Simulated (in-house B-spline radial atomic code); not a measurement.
A fraction x of an electron is moved 5p → 5f in Tb III (Tb2+), starting from [Xe] 4f9 and keeping the highest spin. Method: scalar-relativistic (X2C) B3LYP, spin-polarised, spherical fractional occupations, Fermi nucleus of rms radius 5.06 fm. Calculated with a B-spline radial code for spherical atoms.

Caution: exact exchange at fractional occupations of open shells leaves self-interaction of up to several eV.

```csv
x,E(x) - E(0) (eV),5p down level (eV),5f up level (eV)
0,0.0000,-39.344,-
0.125,4.4254,-40.206,-4.576
0.25,8.9130,-41.040,-4.861
0.375,?,?,?
0.5,18.0998,-42.629,-5.315
0.625,22.7989,-43.385,-5.515
0.75,?,?,?
0.875,32.4014,-44.822,-5.882
1,37.3008,-45.503,-6.055
```

What belongs in the row x = 0.375?

An energy change of 13.4709 eV; 5p down at -41.848 eV, 5f up at -5.100 eV.

What belongs in the row x = 0.75?

An energy change of 27.5667 eV; 5p down at -44.116 eV, 5f up at -5.703 eV.

Check Janak's theorem between x = 0.125 and 0.25.

The slope of the energy is 35.90 eV; the orbital levels give 35.90 eV (ε of the receiving orbital less ε of the emptying one, averaged over the two points).
